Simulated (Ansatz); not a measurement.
`O[Si](F)(F)[SiH3]` and `C[Si](O)(F)F` differ in one atom or group.

Ansatz, PBE0-D4/def2-TZVP geometries, multiplicity 1. Each molecule was computed in one conformer, which needn't be the lowest.

```
                                        property  `O[Si](F)(F)[SiH3]`
              LUMO energy (PBE0/def2-TZVPP) / eV                -0.01
               HOMO energy (PBE/def2-TZVPP) / eV                -7.76
  size of the dipole moment (PBE/def2-TZVPP) / D                 1.02
             LUMO energy (B3LYP/def2-TZVPP) / eV                -0.24
           HOMO–LUMO gap (B3LYP/def2-TZVPP) / eV                 8.60
size of the dipole moment (B3LYP/def2-TZVPP) / D                 1.04
```

(1) Give the same properties after the change, and the shifts. (Estimate.)

Results:

(1) The calculation gave: 
| property | `C[Si](O)(F)F` | shift |
| --- | --- | --- |
| LUMO energy (PBE0/def2-TZVPP) / eV | 0.68 | 0.69 |
| HOMO energy (PBE/def2-TZVPP) / eV | -8.18 | -0.42 |
| size of the dipole moment (PBE/def2-TZVPP) / D | 1.07 | 0.05 |
| LUMO energy (B3LYP/def2-TZVPP) / eV | 0.28 | 0.52 |
| HOMO–LUMO gap (B3LYP/def2-TZVPP) / eV | 10.01 | 1.41 |
| size of the dipole moment (B3LYP/def2-TZVPP) / D | 1.09 | 0.05 |

With PBE0 the HOMO falls by 0.99 eV and the LUMO rises by 0.69 eV, so the gap widens by about 1.68 eV. PBE moves the HOMO by -0.42 eV and ωB97M-V by -1.24 eV. Dipoles are sizes alone; their direction can turn.

B3LYP here is the variant with VWN-RPA as its local correlation; programs differ in this.
